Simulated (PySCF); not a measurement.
**Charge on either side of a bond**

Species: C₃H₉FSSi.
SMILES with atom numbers: `[F:1][CH2:2][CH2:3][CH2:4][S:5][SiH3:6]` (hydrogens: H7, H8 on C2; H9, H10 on C3; H11, H12 on C4; H13, H14, H15 on Si6)

Geometry (GFN2-xTB, Å), atoms numbered from 1 in this order:
```xyz
15
C3H9FSSi angstrom
F     -1.661    0.748    1.894
C     -2.134    0.195    0.727
C     -0.976   -0.316   -0.119
C     -0.093    0.828   -0.593
S      1.278    0.249   -1.652
Si     2.599   -0.643   -0.217
H     -2.806   -0.619    1.017
H     -2.695    0.982    0.213
H     -1.379   -0.851   -0.980
H     -0.385   -1.015    0.477
H      0.329    1.372    0.251
H     -0.661    1.520   -1.215
H      2.077   -1.949    0.180
H      2.647    0.259    0.927
H      3.855   -0.751   -0.933
```

Atomic charges (e) from the PBE0/pcSseg-1 density (PySCF):

| atom | Mulliken | IAO | Hirshfeld | ESP-fitted |
| --- | --- | --- | --- | --- |
| F1 | -0.3449 | -0.3333 | -0.1226 | -0.2502 |
| C2 | +0.1704 | +0.0455 | +0.0288 | +0.1024 |
| C3 | -0.2766 | -0.2718 | -0.0813 | +0.0874 |
| C4 | -0.3565 | -0.3291 | -0.0683 | -0.1113 |
| S5 | -0.2716 | -0.1932 | -0.1031 | -0.3426 |
| Si6 | +0.4535 | +0.5399 | +0.2962 | +0.2934 |
| H7 | +0.1124 | +0.1416 | +0.0472 | +0.0497 |
| H8 | +0.1016 | +0.1348 | +0.0445 | +0.0377 |
| H9 | +0.1356 | +0.1512 | +0.0448 | +0.0102 |
| H10 | +0.1458 | +0.1423 | +0.0391 | +0.0271 |
| H11 | +0.1696 | +0.1548 | +0.0393 | +0.0804 |
| H12 | +0.1616 | +0.1577 | +0.0463 | +0.1354 |
| H13 | -0.0701 | -0.1261 | -0.0764 | -0.0612 |
| H14 | -0.0677 | -0.1165 | -0.0692 | -0.0426 |
| H15 | -0.0631 | -0.0979 | -0.0645 | -0.0158 |

Problem. Cut each of the bonds C2–C3, C3–C4, S5–C4 and Si6–S5 in turn and sum the charges on the side of the atom named first.

Solution. In e; the other side holds the opposite charge:

```csv
bond cut,piece,atoms,Mulliken,IAO,Hirshfeld,ESP-fitted
C2–C3,CH2F,4,+0.040,-0.011,-0.002,-0.060
C3–C4,C2H4F,7,+0.044,+0.010,+0.001,+0.064
S5–C4,SiSH3,5,-0.019,+0.006,-0.017,-0.169
Si6–S5,SiH3,4,+0.253,+0.199,+0.086,+0.174
```

Extremes among these pieces. Mulliken: lowest SiSH3 at S5, highest SiH3 at Si6; IAO: lowest CH2F at C2, highest SiH3 at Si6; Hirshfeld: lowest SiSH3 at S5, highest SiH3 at Si6; ESP-fitted: lowest SiSH3 at S5, highest SiH3 at Si6.

Problem. Do the schemes agree better on the pieces than on the single atoms at the cuts?

Solution. The spread between schemes averages 0.126 e for the pieces and 0.248 e for the atoms named first; it is smaller for the piece at 4 of the 4 cuts. On average they agree better on the pieces. The sign differs between schemes (beyond ±0.03 e) for CH2F at C2.

The structure is a single GFN2-xTB conformer in the gas phase; no vibrational or solvent corrections.
